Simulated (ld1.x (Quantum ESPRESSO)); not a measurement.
## Configuration tests for niobium (Nb) (TM)

```
Element                 : niobium
Generator               : ld1.x (Quantum ESPRESSO) 7.5
Type                    : norm-conserving Troullier–Martins (Kleinman–Bylander form)
Functional              : PW91
Relativity              : non-relativistic
Frozen core             : [Kr]
Valence charge          : 5
Reference configuration : 4d4 5s1 5p0
Partial waves           : 5s (bound): rc 2.55 bohr; 4d (bound): rc 2.60 bohr; 5p (bound, empty): rc 3.10 bohr
Local potential         : the p channel
Core correction         : Bessel-smoothed model core inside 2.60 bohr
```

Energies are relative to the spin-unpolarised reference configuration 4d4 5s1 5p0; without spin polarisation the order of configurations can differ from experiment.

| valence configuration | charge | ΔE all-electron (eV) | error AE − PS (meV) |
| --- | --- | --- | --- |
| 4d4 5s0 5p0 | +1 | 6.350 | -11 |
| 4d3 5s0 5p0 | +2 | 20.652 | -185 |
| 4d2 5s0 5p0 | +3 | 45.781 | -741 |
| 4d5 5s0 5p0 | 0 | 0.869 | -63 |
| 4d3 5s2 5p0 | 0 | 0.017 | +21 |
| 4d4 5s0 5p1 | 0 | 2.720 | -2.0 |

Question: What are ΔE and the potential's error for 4d3 5s1 5p1?

Answer: ΔE = 3.095 eV all-electron; the error (AE − PS) is +11 meV.

Levels in the configuration 4d4 5s0 5p1:

```
level  all-electron (eV)  pseudo (eV)
   4d             -4.380       -4.397
   5p             -1.728       -1.727
```

These tests converged, but a pseudo level misses the all-electron one widely, so the file describes the atom poorly there or has found another state: 4d2 5s0 5p0: empty 5s by 6.2 eV.
